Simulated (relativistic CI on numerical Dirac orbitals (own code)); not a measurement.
**What each ingredient does to the levels of Pb¹⁰⁺**

Base calculation: Dirac-Coulomb-Breit CI, separate exchange-only KLI orbitals for each configuration, a model potential for QED, unscaled Slater integrals.

CI space (outside the closed core [Kr] 4d10 4f14): 5s2 5p6 5d4, 5s2 5p6 5d3 6s, 5s2 5p6 5d3 5f, 5s2 5p5 5d5, 5s2 5p6 5d3 6p, 5s2 5p6 5d3 5g, 5s2 5p6 5d2 6s 6p, 5s2 5p6 5d2 5f 6s, 5s 5p6 5d5, 5s2 5p6 5d3 6d, 5s2 5p5 5d4 5f, 5s2 5p6 5d3 7s, 5s2 5p6 5d3 7p, 5s2 5p5 5d4 5g, 5s2 5p6 5d3 6f, 5s2 5p5 5d4 6s, 5s 5p6 5d4 5f, 5s2 5p6 5d3 8s, 5s2 5p6 5d3 8p, 5s2 5p6 5d3 7f, 5s2 5p6 5d2 6s2, 5s2 5p6 5d 5f 6s2, 5s2 5p6 5d 6s2 6p, 5s2 5p6 5d 5g 6s2, 5s2 5p6 5d2 5f2, 5s2 5p6 5d 5f2 6s, 5s2 5p6 5d 5f3, 5s2 5p6 5d 5f2 6p, 5s2 5p6 5d 5f2 5g, 5s2 5p6 5d2 6p2, 5s2 5p6 5d 6s 6p2, 5s2 5p6 5d 5f 6p2, 5s2 5p6 5d 6p3, 5s2 5p6 5d 5g 6p2, 5p6 5d6, 5p5 5d7. Double excitations out of closed p, d and f shells are left out; levels of such configurations are missing from the list, as are those of other unlisted configurations, and high levels can miss mixing partners. These lack a partner that the ground configuration has and come out too high: 5s2 5p6 5d3 6d, 5s2 5p5 5d4 5f, 5s2 5p6 5d3 7s, 5s2 5p6 5d3 7p, 5s2 5p5 5d4 5g.

The lowest level and the first level of each name with at least 55 % of one term (blank where a level has no safe partner in the second run):

| Level | Base (cm⁻¹) | Shift (cm⁻¹) |
| --- | --- | --- |
| 5s2 5p6 5d4 5D_0 | 0 | 0 |
| 5s2 5p6 5d4 5D_1 | 16067 | -2 |
| 5s2 5p6 5d4 5D_2 | 26657 | -2 |
| 5s2 5p6 5d4 5D_3 | 32771 | 0 |
| 5s2 5p6 5d4 3G_3 | 54705 | +4 |
| 5s2 5p6 5d4 3H_5 | 59234 | +3 |
| 5s2 5p6 5d4 3P_1 | 61744 | +8 |
| 5s2 5p6 5d4 3H_6 | 63548 | +3 |
| 5s2 5p6 5d4 3G_4 | 68756 | +5 |
| 5s2 5p6 5d4 3G_5 | 89602 | +5 |
| 5s2 5p6 5d4 3D_1 | 91046 | +7 |
| 5s2 5p6 5d4 1I_6 | 92080 | +4 |
| 5s2 5p6 5d4 3P_2 | 99375 | +19 |
| 5s2 5p6 5d4 1S_0 | 102083 | +9 |
| 5s2 5p6 5d4 3P_0 | 127270 | +19 |
| 5s2 5p6 5d3 6s 5F_1 | 348278 | +6200 |
| 5s2 5p6 5d3 6s 5F_2 | 353553 | +6201 |
| 5s2 5p6 5d3 6s 5F_3 | 368977 | +6200 |
| 5s2 5p6 5d3 6s 5F_4 | 379051 | +6200 |
| 5s2 5p6 5d3 6s 5P_1 | 381672 | +6203 |
| 5s2 5p6 5d3 6s 3P_0 | 394950 | +6204 |
| 5s2 5p6 5d3 6s 5P_3 | 401218 | +6205 |

At this charge energies of transitions that change n are usually good to better than 1 %, and those within a shell (Δn = 0) to a few per cent. Terms inside the open d or f shell come out 10 to 20 % too wide with unscaled integrals. Levels and lines within the n = 5 or 6 shells can be off by up to 10 % or somewhat more, and those that change n by about 2 %, since core polarisation is missing.

**Question.** One thing was changed in a second run, which moved the levels as shown. Which?
A. P86 correlation estimate
B. Breit term removed
C. configuration mixing switched off
D. QED terms removed

**Answer.** A. P86 correlation estimate. A correlation estimate moves all levels of a configuration together before mixing; mixed levels move by a weighted share.

LS names give the leading component of a level, which can be under half, so a name can repeat, a term be missing and a line seem to break the LS rules.
